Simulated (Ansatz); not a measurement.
Start from `C[SiH]1[CH2][Al]1[SH]` and change one atom or group to get `[SH][Al]1[CH2][SiH2]1`.

Ansatz, PBE0-D4/def2-TZVP geometries, multiplicity 1. Each molecule was computed in one conformer, which needn't be the lowest.

```tsv
property	`C[SiH]1[CH2][Al]1[SH]`
HOMO energy (B3LYP/def2-TZVPP) / eV	-5.73
LUMO energy (PBE0/def2-TZVPP) / eV	-1.36
HOMO energy (ωB97M-V/def2-TZVPP) / eV	-7.85
HOMO–LUMO gap (PBE0/def2-TZVPP) / eV	4.55
HOMO energy (PBE/def2-TZVPP) / eV	-4.94
LUMO energy (PBE/def2-TZVPP) / eV	-2.10
```

Task: What does the change do to each property? (Best estimate.)

Result: The calculation gave: 
```tsv
property	`[SH][Al]1[CH2][SiH2]1`	shift
HOMO energy (B3LYP/def2-TZVPP) / eV	-5.96	-0.23
LUMO energy (PBE0/def2-TZVPP) / eV	-1.55	-0.19
HOMO energy (ωB97M-V/def2-TZVPP) / eV	-8.09	-0.24
HOMO–LUMO gap (PBE0/def2-TZVPP) / eV	4.60	0.05
HOMO energy (PBE/def2-TZVPP) / eV	-5.16	-0.22
LUMO energy (PBE/def2-TZVPP) / eV	-2.30	-0.20
```

The zero-point energy changes by -77.0 kJ/mol with -9 modes.

B3LYP here is the variant with VWN-RPA as its local correlation; programs differ in this.
